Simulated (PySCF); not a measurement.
Static response to an electric field

Species: GeH2Me(tBu), C5H14Ge.
Structure used (PBE0-D3(BJ)/def2-SVP), in Å, numbered top down from 1:
```xyz
20
C5H14Ge angstrom
Ge     0.892    0.986    0.630
H      0.911    0.963    2.177
H      2.355    0.962    0.126
C      0.008    2.616    0.008
H     -1.038    2.641    0.347
H      0.023    2.670   -1.090
H      0.521    3.505    0.403
C     -0.037   -0.645   -0.017
C      0.740   -1.868    0.471
C     -0.082   -0.627   -1.544
C     -1.455   -0.667    0.551
H      0.250   -2.798    0.130
H      1.772   -1.878    0.085
H      0.793   -1.908    1.571
H      0.928   -0.592   -1.984
H     -0.647    0.237   -1.929
H     -0.577   -1.538   -1.926
H     -2.045    0.204    0.224
H     -1.455   -0.679    1.653
H     -1.993   -1.571    0.212
```

Level: B3LYP/def2-SVPD (PySCF), static field, nuclei fixed, core orbitals frozen in the response. The polarisability tensor in these axes (au):

```
x    91.99   1.99   2.45
y     1.99 105.39   1.35
z     2.45   1.35  90.21
```

Question: What are the eigenvalues, a third of the trace, and Δα (Δα² = ½Σ(αi − αj)² over the three pairs)?

Answer: Principal values 88.50, 93.23 and 105.86 au; mean 95.86 au = 14.21 Å³ = 15.81 × 10⁻⁴⁰ C²·m²/J; Δα = 15.55 au (16 % of the mean).

Question: What is the dipole moment, and where does it point?

Answer: (-0.56, -0.02, -0.40) D, 0.69 D in size, pointing from the negative to the positive side. Measured along this direction, the outermost atoms are H2 and H3 at the negative end and H17, H16, H20 and H18 at the positive end.

Question: Find the Langevin capture rate constant for H3O+ (19.018 u) meeting this molecule (148.031 u), k = 2.342 × 10⁻⁹ cm³/s × √(α in Å³ / reduced mass in u).

Answer: The reduced mass is 16.85 u, so k = 2.15 × 10⁻⁹ cm³/s. The formula leaves out the permanent dipole, which adds to the capture rate.

Question: Molar refractivity from α?

Answer: Lorentz–Lorenz: R = (4π/3)N_A α = 2.5225 cm³/(mol·Å³) × 14.21 Å³ = 35.8 cm³/mol, in the limit of long wavelengths.

Question: How large is μ²/3kT at 350 K beside α?

Answer: In Gaussian units μ²/3kT = 3.26 Å³ against 14.21 Å³, a ratio of 0.23; the Debye molar polarisation (4π/3)N_A(α + μ²/3kT) is 44.1 cm³/mol, leaving out the vibrational part.

Question: Sum over states: ᾱ = Σ f/ω², ω in Eh. What share falls to these 15 lowest TDDFT singlets (eV, f)? 6.68, 0.0368; 7.07, 0.0138; 7.60, 0.0471; 7.76, 0.2058; 7.80, 0.0060; 7.83, 0.0016; 8.06, 0.0487; 8.16, 0.1929; 8.18, 0.0345; 8.26, 0.1500; 8.39, 0.0319; 8.45, 0.0367; 8.54, 0.0643; 8.57, 0.0379; 8.60, 0.0867.

Answer: They add up to 11.37 au, 11.9 % of the 95.86 au; the largest single term is 2.53 au, from the state at 7.76 eV. Terms in order: 0.61, 0.20, 0.60, 2.53, 0.07, 0.02, 0.55, 2.14, 0.38, 1.63, 0.34, 0.38, 0.65, 0.38, 0.87 au. Higher excitations give the rest. The strengths listed sum to 0.995.

Question: What are the principal values of the traceless quadrupole moment, Θ = ½Σq(3rr − r²1), about the centre of nuclear charge?

Answer: -1.31, -0.08, 1.39 D·Å. The values depend on the origin, since the dipole doesn't vanish. The electronic extent ⟨r²⟩ about the same centre is 1010 bohr², a root-mean-square distance of 1.93 Å for the 76 electrons.

Geometry: PBE0-D3(BJ)/def2-SVP; no solvent, vibrations or thermal averaging. The calculation is non-relativistic, for germanium too.

The run behind these numbers computed excited states as well. On an Intel Xeon at 2.50 GHz with one thread, shared host, this took 3.5 min wall (grids of density and orbitals included) and 1.1 GiB of memory at its peak.
